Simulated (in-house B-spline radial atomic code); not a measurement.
Configurations of Pb6+, with energies counted from [Xe] 4f14 (5d3/2)4 (5d5/2)4. All numbers are computed (Dirac-Hartree-Fock, average of each configuration as written; Fermi nucleus of rms radius 5.5012 fm) with a B-spline radial code for spherical atoms, not measured. Energies include first-order Breit, QED and recoil terms.

Occupations are held fixed; configurations that lie above the ionisation limit could autoionise.

```json
{"configuration": "[Xe] 4f14 (5d3/2)2 (5d5/2)6", "E - E(ref) (eV)": "5.5905", "highest orbital": "5d5/2", "its <r> (bohr)": "1.203"}
{"configuration": "[Xe] 4f14 (5d3/2)4 (5d5/2)3 (6f5/2)1", "E - E(ref) (eV)": "71.68", "highest orbital": "6f5/2", "its <r> (bohr)": "3.957"}
{"configuration": "[Xe] 4f14 (5d3/2)4 (5d5/2)3 (8f5/2)1", "E - E(ref) (eV)": "86.74", "highest orbital": "8f5/2", "its <r> (bohr)": "8.931"}
{"configuration": "[Xe] (4f5/2)5 (4f7/2)8 (5d3/2)4 (5d5/2)5", "E - E(ref) (eV)": "127.28", "highest orbital": "5d5/2", "its <r> (bohr)": "1.181"}
{"configuration": "[Kr] 4d10 4f14 5s2 (5p1/2)2 (5p3/2)3 (5d3/2)3 (5d5/2)5 (8p1/2)1", "E - E(ref) (eV)": "150.5", "highest orbital": "8p1/2", "its <r> (bohr)": "5.752"}
{"configuration": "[Xe] (4f5/2)6 (4f7/2)7 (5d3/2)2 (5d5/2)6 (9p3/2)1", "E - E(ref) (eV)": "216.19", "highest orbital": "9p3/2", "its <r> (bohr)": "8.452"}
```

(1) Order these further configurations by energy, lowest first.
A. [Kr] 4d10 4f14 5s2 (5p1/2)2 (5p3/2)3 (5d3/2)2 (5d5/2)6 (8f5/2)1
B. [Xe] 4f14 (5d3/2)3 (5d5/2)5
C. [Kr] (4d3/2)4 (4d5/2)5 4f14 5s2 5p6 (5d3/2)2 (5d5/2)6 9s1
D. [Xe] 4f14 (5d3/2)1 (5d5/2)6 (6g7/2)1
E. [Xe] (4f5/2)5 (4f7/2)8 (5d3/2)2 (5d5/2)6 (5g9/2)1

(2) How far above the reference does [Xe] 4f14 (5d3/2)1 (5d5/2)6 (6d5/2)1 lie?

(3) How far above the reference does [Kr] 4d10 4f14 5s2 (5p1/2)2 (5p3/2)3 (5d3/2)4 (5d5/2)4 (9d3/2)1 lie?

Answers

(1) B (2.9761 eV), D (91.366 eV), A (164.14 eV), E (210.46 eV), C (494.46 eV).

(2) 63.597 eV; its least bound orbital is 6d5/2 with <r> = 2.781 bohr.

(3) 156.67 eV; its least bound orbital is 9d3/2 with <r> = 9.661 bohr.
